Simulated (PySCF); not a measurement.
C₃H₁₀Si, SMILES CC[SiH2]C, GFN2-xTB optimised geometry.

```
14

C      1.56    -1.59    -0.01
C      0.97    -0.19     0.00
Si    -0.94    -0.19     0.00
C     -1.56     1.60     0.00
H      1.24    -2.14    -0.89
H      1.24    -2.15     0.87
H      2.65    -1.56    -0.01
H      1.34     0.35     0.88
H      1.34     0.36    -0.87
H     -1.43    -0.89    -1.20
H     -1.43    -0.89     1.20
H     -1.22     2.15    -0.87
H     -2.65     1.63     0.00
H     -1.23     2.15     0.88
```

Density from B3LYP/def2-TZVP in PySCF at that geometry.

Minimum of the electron density along straight lines between bonded atoms, close to the bond critical point (lines longer than 1.1 times the sum of covalent radii, or with two minima, are not listed):

```json
[
 {"bond": "C1–C2", "length / Å": "1.524", "ρ at the minimum / e bohr⁻³": "[?]", "∇²ρ there / e bohr⁻⁵": "[?]", "position (fraction from the first atom)": "0.50"},
 {"bond": "C2–Si3", "length / Å": "1.905", "ρ at the minimum / e bohr⁻³": "0.119", "∇²ρ there / e bohr⁻⁵": "0.13", "position (fraction from the first atom)": "0.61"},
 {"bond": "Si3–C4", "length / Å": "1.898", "ρ at the minimum / e bohr⁻³": "0.117", "∇²ρ there / e bohr⁻⁵": "[?]", "position (fraction from the first atom)": "0.39"},
 {"bond": "C1–H5", "length / Å": "1.088", "ρ at the minimum / e bohr⁻³": "0.281", "∇²ρ there / e bohr⁻⁵": "-0.97", "position (fraction from the first atom)": "0.64"},
 {"bond": "C1–H6", "length / Å": "1.088", "ρ at the minimum / e bohr⁻³": "0.281", "∇²ρ there / e bohr⁻⁵": "-0.97", "position (fraction from the first atom)": "0.64"},
 {"bond": "C1–H7", "length / Å": "1.089", "ρ at the minimum / e bohr⁻³": "0.280", "∇²ρ there / e bohr⁻⁵": "-0.96", "position (fraction from the first atom)": "0.64"},
 {"bond": "C2–H8", "length / Å": "1.092", "ρ at the minimum / e bohr⁻³": "0.275", "∇²ρ there / e bohr⁻⁵": "-0.92", "position (fraction from the first atom)": "0.63"},
 {"bond": "C2–H9", "length / Å": "1.092", "ρ at the minimum / e bohr⁻³": "0.275", "∇²ρ there / e bohr⁻⁵": "-0.92", "position (fraction from the first atom)": "0.63"},
 {"bond": "Si3–H10", "length / Å": "1.470", "ρ at the minimum / e bohr⁻³": "0.124", "∇²ρ there / e bohr⁻⁵": "0.18", "position (fraction from the first atom)": "0.49"},
 {"bond": "Si3–H11", "length / Å": "1.470", "ρ at the minimum / e bohr⁻³": "0.124", "∇²ρ there / e bohr⁻⁵": "0.18", "position (fraction from the first atom)": "0.49"},
 {"bond": "C4–H12", "length / Å": "1.086", "ρ at the minimum / e bohr⁻³": "0.276", "∇²ρ there / e bohr⁻⁵": "-0.92", "position (fraction from the first atom)": "0.64"},
 {"bond": "C4–H13", "length / Å": "1.085", "ρ at the minimum / e bohr⁻³": "0.277", "∇²ρ there / e bohr⁻⁵": "-0.93", "position (fraction from the first atom)": "0.64"},
 {"bond": "C4–H14", "length / Å": "1.086", "ρ at the minimum / e bohr⁻³": "0.276", "∇²ρ there / e bohr⁻⁵": "-0.92", "position (fraction from the first atom)": "0.64"}
]
```

### Question
Complete the blanks.

### Answer

- C1–C2, ρ at the minimum / e bohr⁻³: 0.244
- C1–C2, ∇²ρ there / e bohr⁻⁵: -0.59
- Si3–C4, ∇²ρ there / e bohr⁻⁵: 0.15
